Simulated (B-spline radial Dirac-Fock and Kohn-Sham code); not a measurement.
# Dipole and non-dipole photoemission parameters of Ta⁵⁺ 5p1/2

System: the Ta⁵⁺ ion, [Xe] 4f14; threshold 110.1 eV (orbital energy of the model). Level of theory: Dirac-Hartree-Slater photoionisation with a Latter tail; cross sections with all multipoles, angular parameters from the dipole term and its interference with E2; a radial atomic solver.

For linearly polarised light dσ/dΩ = σ/(4π) [1 + β P₂(cos θ) + (δ + γ cos²θ) sin θ cos φ], with θ from the polarisation vector and φ the angle between the beam and the projection of the electron momentum on the plane normal to the polarisation.

| hν (eV) | σ (kb) | β | γ | δ |
| --- | --- | --- | --- | --- |
| 136 | 121 | 0.723 | 0.436 | -0.033 |
| 150 | 92.4 | 0.413 | 0.359 | -0.023 |
| 153 | 87.7 | 0.358 | 0.337 | -0.020 |
| 164 | 73.9 | 0.184 | 0.259 | -0.010 |
| 169 | 68.9 | 0.120 | 0.223 | -0.006 |
| 300 | 29.1 | 0.318 | -0.020 | 0.046 |
| 400 | 22.0 | 0.754 | 0.151 | 0.037 |
| 408 | 21.6 | 0.781 | 0.163 | 0.036 |
| 800 | 11.1 | 1.437 | 0.370 | 0.008 |
| 882 | 9.86 | 1.490 | 0.359 | 0.006 |
| 1000 | 8.46 | 1.549 | 0.331 | 0.003 |
| 1020 | ? | ? | ? | ? |
| 1140 | 7.18 | 1.597 | 0.290 | 0.001 |
| 2150 | 2.89 | 1.712 | 0.040 | -0.004 |
| 2984.4 | 1.68 | 1.718 | -0.018 | -0.005 |
| 3540 | 1.24 | 1.710 | -0.007 | -0.005 |
| 3700 | 1.14 | 1.707 | 0.001 | -0.005 |
| 4120 | 0.934 | 1.698 | 0.030 | -0.005 |
| 4150 | 0.921 | 1.698 | 0.032 | -0.005 |
| 4220 | 0.892 | 1.696 | 0.038 | -0.005 |
| 4260 | 0.876 | 1.695 | 0.041 | -0.005 |
| 8047.8 | 0.238 | 1.597 | 0.505 | 0.003 |
| 8340 | 0.220 | 1.590 | 0.543 | 0.005 |
| 9130 | 0.180 | 1.571 | 0.645 | 0.008 |
| 10300 | 0.137 | 1.544 | 0.792 | 0.013 |
| 10900 | 0.121 | 1.530 | 0.864 | 0.016 |

Question: Give the values at 1020 eV.

Answer: σ = 8.25 kb, β = 1.557, γ = 0.326, δ = 0.003.

Values without a named source are computed, but for edge energies of neutral atoms, which are taken from tables.
